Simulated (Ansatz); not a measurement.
Cost and result for the atomization energy of `[CH3][Ga][Cl]` radical (6 atoms, 5 bonds).

The species carries charge 0 and has multiplicity 2. Correlated methods include outer-core shells of Ga, which these sets cover unevenly. Scalar relativity is left out up to krypton. All single points use the PBE0-D4/def2-TZVP geometry. Program: Ansatz. All runs use 2 threads of a server CPU on a shared host. Times are those of one run each, without the atoms' runs, and a repeat can differ threefold. Electronic energies, without spin–orbit coupling; frozen cores. CCSD(T)/CBS adds CCSD(T) − MP2 in def2-TZVPP to the MP2 limit, and its time is that of the two runs behind it. T1 = 0.014; ⟨S²⟩ of the reference is 0.76. With those shells the extrapolation isn't a true limit. B3LYP takes the VWN-RPA correlation (the form of Gaussian; ORCA's B3LYP/G). HSE06 is the plane-wave form, built on full-range PBE exchange.

CCSD(T)/CBS is a level of theory with its own doubt, some kJ/mol a heavy atom from the limit and from the frozen cores, so smaller differences don't rank the functionals.

| level | functions | wall time |
| --- | --- | --- |
| LDA (SPW92)/def2-TZVPP | 163 | 1.5 s |
| BLYP-D4/def2-TZVPP | 163 | 2.5 s |
| revPBE-D4/def2-TZVPP | 163 | 2.6 s |
| PBE0-D4/def2-TZVPP | 163 | 3.9 s |
| HSE06-D4/def2-TZVPP | 163 | 4.2 s |
| B3LYP-D4/def2-TZVPP (with forces) | 163 | 4.5 s |
| CAM-B3LYP-D4/def2-TZVPP | 163 | 4.5 s |
| PBE-QIDH/def2-TZVPP | 163 | 5.5 s |
| CCSD(T)/def2-SVP | 79 | 6.5 s |
| B97M-V/def2-TZVPP | 163 | 11 s |
| MP2/def2-QZVPP | 306 | 17 s |
| CCSD(T)/def2-TZVPP | 163 | 110 s |
| CCSD(T)/CBS(def2) | – | 2.1 min |

Q: What atomization energy does each give, and how far from CCSD(T)/CBS? (Estimate.)

A: Ansatz gave: 
```json
{"level": "LDA (SPW92)/def2-TZVPP", "atomization (kJ/mol)": "2111.8", "difference from CCSD(T)/CBS": "250.9", "per bond": "50.2"}
{"level": "BLYP-D4/def2-TZVPP", "atomization (kJ/mol)": "1838.3", "difference from CCSD(T)/CBS": "-22.6", "per bond": "-4.5"}
{"level": "revPBE-D4/def2-TZVPP", "atomization (kJ/mol)": "1848.0", "difference from CCSD(T)/CBS": "-12.9", "per bond": "-2.6"}
{"level": "PBE0-D4/def2-TZVPP", "atomization (kJ/mol)": "1873.2", "difference from CCSD(T)/CBS": "12.3", "per bond": "2.5"}
{"level": "HSE06-D4/def2-TZVPP", "atomization (kJ/mol)": "1874.9", "difference from CCSD(T)/CBS": "14.0", "per bond": "2.8"}
{"level": "B3LYP-D4/def2-TZVPP (with forces)", "atomization (kJ/mol)": "1851.3", "difference from CCSD(T)/CBS": "-9.6", "per bond": "-1.9"}
{"level": "CAM-B3LYP-D4/def2-TZVPP", "atomization (kJ/mol)": "1858.2", "difference from CCSD(T)/CBS": "-2.7", "per bond": "-0.5"}
{"level": "PBE-QIDH/def2-TZVPP", "atomization (kJ/mol)": "1870.6", "difference from CCSD(T)/CBS": "9.7", "per bond": "2.0"}
{"level": "CCSD(T)/def2-SVP", "atomization (kJ/mol)": "1764.4", "difference from CCSD(T)/CBS": "-96.5", "per bond": "-19.3"}
{"level": "B97M-V/def2-TZVPP", "atomization (kJ/mol)": "1875.8", "difference from CCSD(T)/CBS": "14.9", "per bond": "3.0"}
{"level": "MP2/def2-QZVPP", "atomization (kJ/mol)": "1876.5", "difference from CCSD(T)/CBS": "15.6", "per bond": "3.1"}
{"level": "CCSD(T)/def2-TZVPP", "atomization (kJ/mol)": "1827.2", "difference from CCSD(T)/CBS": "-33.7", "per bond": "-6.7"}
{"level": "CCSD(T)/CBS(def2)", "atomization (kJ/mol)": "1860.9", "difference from CCSD(T)/CBS": "0.0", "per bond": "0.0"}
```

The D4 term adds +17.0 kJ/mol with B3LYP and +8.8 kJ/mol with PBE0; it sums over pairs of atoms, weighted by their polarisabilities, and B3LYP, whose exchange is more repulsive, gets the larger term. At CCSD(T), def2-SVP lies −96.4 kJ/mol from the extrapolated value and def2-TZVPP −33.7 kJ/mol: correlation converges slowly with the basis, and small sets miss more of it in the bonded molecule than in its fragments. From PBE to PBE0 (25 % exact exchange), in def2-TZVPP and without D4, the atomization energy moves by −16.7 kJ/mol: exact exchange takes away binding that semilocal exchange gives to molecules.
